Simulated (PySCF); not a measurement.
Coordinates in bohr (charge 0 multiplicity 1):
```
Te    0.2466    0.0000   -0.2196
N    -2.4930    0.0000    1.9175
H     2.8319    0.0000    1.7498
```

These are results of PBE0/[Te def2-TZVP with ECP28, N def2-TZVP, H def2-TZVP], scalar-relativistic core potentials, density fitting, no spin–orbit coupling, PySCF, not measurements.

This geometry of HTeN is a stationary point at this level.

Problem. What is the point group?

Solution. Cs.

Problem. Is it a minimum?

Solution. Yes: all harmonic wavenumbers are real.

Problem. Which band is strongest in the infrared?

Solution. 1854 cm⁻¹ (a'), 217 km/mol.

Problem. Give the atomic charges and bond orders.

Solution. 
```
atom  Mulliken  Löwdin  polar tensor  Mayer order to Te1
 Te1      0.45    0.56          0.45                   –
  N2     -0.45   -0.51         -0.26                2.23
  H3      0.00   -0.05         -0.19                0.87
```

Problem. What is the atomisation energy, with and without zero-point energy?

Solution. 436 kJ/mol without, 416 kJ/mol with.

This need not be the most stable arrangement of these atoms. At this level a broken-symmetry Ms = 0 minimum of Cs symmetry lies 18 kJ/mol below this structure.
